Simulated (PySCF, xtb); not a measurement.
ClGeH₆NSi, SMILES N[Si@@H](Cl)[GeH3]. Other conformers were not sampled.

Harmonic wavenumbers (cm⁻¹) from GFN2-xTB (xtb) at its own minimum, in rising order: 13, 95, 148, 184, 241, 346, 389, 404, 463, 511, 647, 653, 789, 832, 884, 891, 907, 1502, 1956, 2041, 2055, 2163, 3467, 3509.

Problem. What does PySCF with PBE0-D3(BJ)/def2-SVP give at its own minimum? (Estimate from the structure and the level; the computed values follow.)

Solution. 84, 111, 157, 231, 292, 354, 446, 468, 476, 536, 693, 788, 826, 874, 885, 891, 916, 1547, 2145, 2154, 2166, 2256, 3601, 3701. Paired by order, the mean absolute difference is 63 cm⁻¹ and the zero-point energies are 35.9 and 38.0 kcal/mol.
